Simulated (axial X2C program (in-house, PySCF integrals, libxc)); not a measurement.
# CrH⁻ at several levels of theory

Computed with an in-house relativistic program for diatomic molecules. Spin-free means the one-electron spin-free X2C Hamiltonian; two-component (2c) means X2C with spin–orbit coupling and atomic mean-field two-electron Coulomb and Gaunt terms, so the difference of the two also holds small scalar two-electron terms. Basis: Cr dyall-acv3z [10s11p7d4f2g], H dyall-av3z [7s3p2d] (cores contracted in-house); Gaussian nuclei, density fitting, unrestricted open shells. Masses: Cr 51.941 u, H 1.008 u.

The run was started with this input:
```json
{"zs": [24, 1], "q": -1, "bas": ["dyall-acv3z", "dyall-av3z"], "levels": ["PBE0", "HF", "BLYP"], "cc": true, "r0": 1.54, "thr": -2.0, "nmax": 90, "npts": 10, "nst": 2, "ntry": 6}
```
```bash
python so2c.py task.json out
```

Keys: zs atomic numbers; q charge; bas basis sets; levels methods; cc coupled cluster on or off; r0 starting distance in Å; thr threshold in hartree for freezing inner shells (an s shell follows its p shell); nmax most natural virtual spinors; npts points on the curve; nst determinants followed; ntry starts of the search. HF also brings MP2.

State, spin-free: M_S = 3, Λ = 0 (beyond evenly filled blocks: 2 × σα, π+α, π-α, δ+α, δ-α); electrons by block: σα: 8, σβ: 6, π+α: 3, π+β: 2, π-α: 3, π-β: 2, δ+α: 1, δ-α: 1. Fragments: Cr + H- for PBE0, MP2, CCSD, CCSD(T), BLYP; Cr- + H for HF.

State, 2c: Ω = 3 (⟨Sz⟩ = 3.00, ⟨Lz⟩ = 0.00 at PBE0); electrons by block: 1/2: 10, -1/2: 9, 3/2: 3, -3/2: 3, 5/2: 1. Fragments: Cr + H- for PBE0, MP2, CCSD, CCSD(T), BLYP; Cr- + H for HF.

```
Hamiltonian    level  Re (Å)  ωe (cm⁻¹)  ωexe (cm⁻¹)  De (eV)  D0 (eV)  k (mdyn/Å)  μ (D)
         2c     PBE0   1.761     1298.4         33.9     1.96     1.88       0.982   3.72
         2c       HF   1.875     1106.3         28.4     1.48     1.41       0.713   2.66
         2c      MP2   1.798     1257.7         30.6     1.90     1.83       0.921    n/a
         2c     CCSD   1.813     1212.8          n/a     1.86     1.79       0.857    n/a
         2c  CCSD(T)   1.808     1232.1          n/a     1.94     1.86       0.884    n/a
         2c     BLYP   1.738     1357.6         36.3     2.04     1.96        1.07   1.93
```

Spin-free values that have a 2c row agree with it to the digits that matter (0.001 Å, 0.01 eV) and are not repeated.

Correlated methods: 8 electrons correlated (number of frozen shells: Cr 3 s, 2 p; H none), 244 virtual spin orbitals or spinors in MP2, 90 natural virtuals in coupled cluster.

Dipoles are positive if H is the positive end and refer to the centre of mass.

Occupations by symmetry block were frozen at the best pattern of an incomplete PBE0 search. De is counted from the lowest determinant-based energies of the atoms at the same level, without counterpoise correction. Density functionals use the spin component along the axis (collinear). CCSD and (T) use frozen natural virtuals with an MP2 correction for the truncation; (T) itself is uncorrected, so its De runs slightly low. Other states lie close and PBE0, whose exact exchange favours high spin, may order them wrongly; the determinant shown need not be the ground state. The nearest other spin-free determinant of the search, M_S = 2, Λ = 0, lies 0.06 eV up at the distance of the search. With several unpaired electrons one determinant need not be a pure state. A state of lower Ω lies just above, and one determinant can place such states too high, so the state shown need not be the lowest. The search has Ω = 2 only 0.06 eV up. Open-shell Ω = 0 determinants with evenly filled partner blocks cannot be reached by this program, so the Ω shown need not be the lowest component. The highest occupied level of some functionals is positive through self-interaction error; at Hartree–Fock it is bound. The T1 diagnostic is large, a sign of multireference character. Hartree–Fock gets electron affinities wrong, so its lowest charge split need not be the true one.

Rough cost a point (2c) on 1 thread(s) of a shared host, integrals apart: PBE0 0.5 s, HF 0.28 s, CCSD(T) 1.8 s, BLYP 0.4 s.

The whole task took 96 s on 1 thread of AMD EPYC 9B45 (Zen 5), on a shared host.
